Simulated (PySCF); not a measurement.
Unrelated species, one level of theory. Level of theory: PySCF 2.14.0, density-fitted response routines, TDDFT PBE0/def2-SVPD, vertical, gas phase, core orbitals frozen in the response. Geometries: GFN2-xTB; one conformer of each isolated species. Triplets are in the Tamm–Dancoff approximation.

Question: Rank by computed HOMO–LUMO gap, lowest first.
A. `c1(OC)cp(C)cc1`
B. `C[C@H](F)C1=COC(F)=CO1`
C. `C#C[C@@H]1CC[C@@H](Cl)C1=S`
D. `F[C@H](C#C)[C@H](C)CF`
E. `C=C1CC(C(F)F)C1`
F. `C#CPc1cccs1`
G. `F[C@@H]1[C@@H]2C[C@@H]2C[C@H]1F`
H. `COc1cpc([SiH3])s1`

Answer: C (3.94 eV), H (5.05 eV), A (5.29 eV), B (5.66 eV), F (5.78 eV), E (7.29 eV), D (8.26 eV), G (9.18 eV).

```
                         SMILES  gap (eV)  T1 (eV)  first f ≥ 0.01 (nm)  α (au)  LUMO (eV)    S1 mainly
     C#C[C@@H]1CC[C@@H](Cl)C1=S      3.94     1.73                  284   110.5      -2.79    H→L (99%)
              COc1cpc([SiH3])s1      5.05     2.82                  282   122.4      -1.44    H→L (91%)
                   COc1ccp(C)c1      5.29     3.05                  280    99.6      -0.97    H→L (97%)
         C[C@H](F)C1=COC(F)=CO1      5.66     3.24                  238    75.7      -0.37    H→L (99%)
                    C#CPc1cccs1      5.78     3.50                  254   109.5      -0.79  H→L+1 (68%)
                C=C1CC(C(F)F)C1      7.29     4.21                  183    71.1      -0.17    H→L (93%)
         C#C[C@@H](F)[C@H](C)CF      8.26     5.29                  158    71.2       0.03    H→L (90%)
F[C@@H]1[C@@H]2C[C@@H]2C[C@H]1F      9.18     7.75                  149    65.1       0.69    H→L (98%)
```

H and L stand for HOMO and LUMO.
